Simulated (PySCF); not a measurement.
Cl₂HSi, SMILES Cl[SiH]Cl (connectivity only; charge and spin as stated), charge +1, multiplicity 1.

Geometry: TPSSh-D3(BJ)/def2-TZVP. The multiplicity is an assumed one; other spin states were not compared. The isomer is the one that the SMILES or the coordinates give; other isomers of the formula were not compared.

Two levels are set side by side: TDDFT-PBE/def2-SVPD (PySCF) and TDDFT-M06-2X/def2-SVPD (PySCF). Vertical, same geometry. The lowest singlet is HOMO→LUMO 100 % with PBE and HOMO→LUMO 99 % with the other functional; states are paired by order. Differences are taken from unrounded values.

```csv
quantity,TDDFT-M06-2X,TDDFT-PBE,TDDFT-PBE minus TDDFT-M06-2X
lowest singlet excitation (eV),5.67,4.85,-0.83
lowest triplet excitation (TDA) (eV),5.55,4.66,-0.89
first bright state (f over 0.05) (eV),6.48,5.76,-0.72
its oscillator strength,0.08,0.07,-0.01
```

Functionals without exact exchange tend to place singlet excitations lower, as here. Differences between two approximate levels are no errors against the true value.

Rough cost on one machine, each run with all the roots and properties that it gave: TDDFT-M06-2X against TDDFT-PBE about 10 times.
